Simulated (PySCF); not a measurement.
SMILES [Si](C)(O[SiH3])(O[SiH3])O[SiH3] (CH12O3Si4), singlet, GFN2-xTB optimised geometry. Atoms within 1.6 Å of the plane z = 0.0 Å (x, y, z in Å): C1 (-0.89, 2.10, 0.09), Si2 (-0.51, 0.58, -0.95), O3 (-0.22, -0.70, 0.00), Si4 (0.28, -2.24, 0.00), H9 (-1.11, 2.95, -0.54), H10 (-1.74, 1.92, 0.74), H11 (-0.04, 2.36, 0.71), H12 (-0.24, -2.95, -1.18), H13 (1.74, -2.24, 0.00), H14 (-0.29, -2.75, 1.25).

Level of theory: B3LYP/def2-SVP (PySCF 2.14.0). Cells within 0.4 Å of a nucleus heavier than hydrogen are left out (blank, or x).

Map of the electron localisation function on the plane z = 0.0 Å:

```
|00000000000000000000000000000|
|00000000000000000000000000000|
|00000000002210000000000000000|
|00000000036641000000000000000|
|00000000168872000000000000000|
|00000000169983111000000000000|
|00000000158985554100000000000|
|00000001357436775100000000000|
|00000014675xx5763000000000000|
|00000015776xx7630000000000000|
|00000002456888620000000000000|
|00000000025898410000000000000|
|00000000002443210000000000000|
|00000000001223431000000000000|
|00000000001478874100000000000|
|0000000000378x786200000000000|
|0000000001478xx86200000000000|
|0000000001478x785103773000000|
|00000000002578742379998200000|
|00000000000231140799999600000|
|00000000000110xx4699999700000|
|00000000000120xx1799999700000|
|00000000000132000899999400000|
|00000000000124311489997100000|
|00000000000012210125651000000|
|00000000000000000000100000000|
|00000000000000000000000000000|
|00000000000000000000000000000|
|00000000000000000000000000000|
```
Scale: ten equal steps from 0.000 (start of '0') to 1.000 (end of '9'), in the order '0123456789'; x runs from -5.00 to 5.00, y from -5.00 (bottom) to 5.00 (top).
